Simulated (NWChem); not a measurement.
# AlNH$_{2}$BrCl; SMILES [NH2][Al]([Cl])[Br]

```xyz
6

Al    -0.4271     0.6079     0.0000
Cl     0.9810     2.1718     0.0000
Br     0.2665    -1.5416     0.0000
N     -2.1484     0.9874     0.0000
H     -2.8865     0.2946     0.0000
H     -2.5243     1.9275     0.0000
```
Atoms are numbered in this order, from 1.

Program: NWChem. Structure relaxed at the B3LYP/6-31G* (spherical d) level.

For level B3LYP/def2-SVP:

- highest occupied level (eV): -7.48
- orbital gap (eV): 6.71

Task: What are these values for level B97-D/def2-SVP?

Result: 
- highest occupied level (eV): -6.34
- orbital gap (eV): 5.06
